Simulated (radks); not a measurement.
The numbers below are computed, except where a source is named.
Excited configurations of Ar XVIII: one electron is placed in a higher orbital outside the bare nucleus. The ground configuration is 1s1. Code: a radial shooting solver on a logarithmic mesh with Libxc functionals. Model: Dirac Kohn-Sham, PBEsol, spin-unpolarised, spherical densities, finite nucleus; open shells are shared between the two j in proportion to 2j + 1; Fermi nuclear charge, rms radius 3.4274 fm. Excitation = E - E(ground); binding = E(ion) - E, where the ion is the core of charge +18; n* = 18/sqrt(2 binding) in atomic units. These energies are relativistic, and a one-electron ion of charge +18 with no core already has n* below n in this formula (Dirac formula, point nucleus, mean over j: 2p 1.997, 4s 3.993, 4f 3.999, 7s 6.992). The quantum defect is therefore taken as that value minus n*, so that it holds no relativistic shift of the bare ion. Eigenvalue and <r> are those of j = l + 1/2.

outer orbital  excitation (eV)  binding (eV)     n*  quantum defect  eigenvalue (eV)  <r> (bohr)
2p                      3297.6        1095.1  2.006          -0.009          -1059.0      0.2788
4s                      4116.2        276.46  3.993          0.000          -269.84       1.326
4f                      4118.9        273.81  4.012          -0.013          -264.50       1.003
7s                      4302.2        90.539  6.978           0.015          -88.514       4.062

The Delta-SCF ionisation energy is 4392.7 eV (NIST Atomic Spectra Database: 4426.2 eV, theoretical). Self-interaction in the functional shifts the binding energies and quantum defects, so they are the method's values and not measured ones. Spin polarisation and multiplet splitting are left out, so open shells lie too high by an amount that depends on their filling.

Beside tabulated values, note that spin-unpolarised runs miss the spin-polarisation part of the exchange energy of open shells.
